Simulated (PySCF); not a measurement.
C6H15B (SMILES CCB(CC)CC), singlet, geometry from GFN2-xTB, with bond 4-2 at 2.0 times its length. Base run: PBE0/STO-3G run with PySCF.

Here is a job for PySCF.
```python
from pyscf import gto, scf, dft

mol = gto.Mole()
mol.atom = '''
    B     0.10960004    0.05448047    0.16764879
    C     1.34971883    0.26734358   -0.78850144
    C     1.18205715   -0.08974423   -2.26639284
    H     3.07978991   -0.81802614   -0.00062444
    H     1.63294292    1.32418425   -0.71934327
    H     0.37911736    0.48917675   -2.71572930
    H     0.94540644   -1.14552137   -2.37871485
    H     2.09680779    0.11268753   -2.82145337
    C    -1.35504184   -0.20569525   -0.37895485
    C    -2.04302334    1.13915030   -0.67099684
    H    -1.97186892   -0.74109051    0.34641724
    H    -1.36331242   -0.79190263   -1.29943239
    H    -1.49029615    1.69835735   -1.42222400
    H    -2.09496543    1.74476586    0.23111726
    H    -3.05562121    0.98065894   -1.03690360
    C     0.34127770    0.14063981    1.73608776
    C     0.49544493   -1.27220069    2.32357944
    H    -0.50215915    0.61716517    2.24140370
    H     1.23533184    0.71115598    1.99775170
    H     1.35292307   -1.77609706    1.88305125
    H    -0.39001887   -1.87000190    2.12028003
    H     0.64035737   -1.22756071    3.40117103
'''
mol.basis = 'sto-3g'
mol.verbose = 4
mol.build()

mf = dft.RKS(mol)
mf.xc = 'pbe0'
mf.kernel()
mf.analyze()
```

Variants of this job, named by their change:

```csv
change,ΔE vs base (µEh),SCF cycles,outcome
base,0.0,9,converged
init_guess = 1e,0.0,16,converged
solver = newton,0.0,-,converged
init_guess = vsap,0.0,13,converged
conv_tol = 1e-7,0.0,8,converged
conv_tol_grad = 1e-3,0.0,9,converged
conv_tol = 1e-4,2.8,6,converged
diis = off (with mf.max_cycle = 100),-,100,not converged
conv_tol = 1e-12,0.0,14,converged
level_shift = 0.5 (with mf.max_cycle = 100),0.0,22,converged
level_shift = 1.0 (with mf.max_cycle = 100),0.0,49,converged
diis_space = 4,0.0,11,converged
init_guess = sap,0.0,14,converged
```
